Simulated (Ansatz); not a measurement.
Total energies of InH2(OH) (InOH3) from Ansatz at PBE0-D4/def2-TZVP, gas phase (1 Eh = 27.2114 eV = 2625.5 kJ/mol). The reference geometry is relaxed at PBE-D4/def2-TZVP.

```
                 state                     geometry  energy (Eh)
      charge 0 singlet                    reference   -267.10221
      charge 1 doublet                    reference   -266.71733
      charge 1 doublet  relaxed at PBE-D4/def2-TZVP   -266.74445
free In atom (doublet)                            –   -190.11398
 free H atom (doublet)                            –     -0.50104
 free O atom (triplet)                            –    -75.01860
```

In the def2 sets In takes a core potential; there is no spin–orbit coupling.

Q: Work out the vertical ionisation energy to the doublet.

A: E(charge 1 doublet) − E(charge 0 singlet) = -266.71733 − (-267.10221) = 0.38488 Eh = 10.47 eV. For comparison, −ε of the highest occupied level is 8.18 eV at this level, 2.29 eV less.

Q: How much does the charge 1 doublet relax, and what is the adiabatic ionisation energy?

A: Relaxation: -266.71733 − (-266.74445) = 0.02712 Eh = 0.74 eV. Adiabatic ionisation energy: 0.35776 Eh = 9.74 eV, without zero-point energy. 

Q: What is the binding energy per atom against free atoms?

A: Atoms: 1 × (-190.11398) + 3 × (-0.50104) + 1 × (-75.01860) = -266.63570 Eh. Binding: -266.63570 − (-267.10221) = 0.46651 Eh = 12.69 eV, or 2.54 eV for each of 5 atoms (no zero-point energy, no counterpoise term).
